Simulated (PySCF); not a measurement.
Q: Write Cartesian coordinates for `c1(C)ncc(Cl)o1` as optimised with GFN2-xTB.

A: 
```xyz
11
C4H4ClNO angstrom
C     -1.8882    0.1455    0.0223
C     -0.4233   -0.0578    0.0151
N      0.2097   -1.1789    0.1445
C      1.5380   -0.8715    0.0744
C      1.6468    0.4730   -0.1011
Cl     2.9751    1.5137   -0.2656
O      0.4011    1.0030   -0.1408
H     -2.2092    0.5944   -0.9163
H     -2.3740   -0.8155    0.1540
H     -2.1696    0.8141    0.8342
H      2.2989   -1.6174    0.1533
```

Orientation and origin are arbitrary. Atoms count from 1 in this order. The 2 C–N bonds span 1.294 Å (C2–N3, aromatic) to 1.365 Å (N3–C4, aromatic), a spread of 0.071 Å. N3 (pyridine-type nitrogen) is bent (angle 106.0°). The 5-membered ring C2–N3–C4–C5–O7 has internal angles of 104.5° to 113.1°; it is planar, 0.00 Å rms from its mean plane, widest ring torsion 0°. The C–C distances run from 1.360 Å (C4–C5, aromatic) to 1.479 Å (C1–C2, drawn single), a spread of 0.119 Å.

Bonds between heavy atoms (Å): C1–C2 1.479, C2–N3 1.294, N3–C4 1.365, C4–C5 1.360, C5–Cl6 1.695, C5–O7 1.354, C2–O7 1.352.

Computed geometry: GFN2-xTB, gas phase.

Point group: Cs (tolerance 0.08 Å). Whether it is a minimum is left open (no frequencies).
